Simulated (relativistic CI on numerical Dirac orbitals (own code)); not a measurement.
Calculated at this level of theory: Dirac-Coulomb-Breit CI, KLI orbitals optimised for each configuration, model QED (radiative potential, 1s self-energy scaled to tabulated hydrogen-like ionisation energies), unscaled Slater integrals (own radial code, finite nucleus).

The strongest absorption lines from the ground level of an ion, among the configurations computed and to levels below about 1480 eV (vacuum wavelength in Å, gf): 8.4316 (0.051), 8.4514 (0.028), 9.7133 (0.11), 9.7594 (0.062), 13.579 (0.36), 13.761 (0.22), 120.89 (0.41), 170.56 (0.14).

Q: Which ion is it?
A. In XXXIX
B. Tc XXXIII
C. Zr XXX
D. Rb XXVII

A: B. Tc XXXIII has 11 electrons and the ground level 3s 2S_1/2; the strongest line goes to 3p 2P°_3/2. The pattern of lines fixes the number of electrons, and along that sequence the line energies rise steadily with the charge (about as its square where n changes within one kind of shell, about linearly where n is kept but much faster in heavy ions where fine structure, which grows about as Z⁴, sets the gap, and irregularly where shells cross), which fixes Z. Configurations outside the model, such as inner-shell arrays, can give stronger lines. At this charge energies of transitions that change n are usually good to better than 1 %, and those within a shell (Δn = 0) to a few per cent.
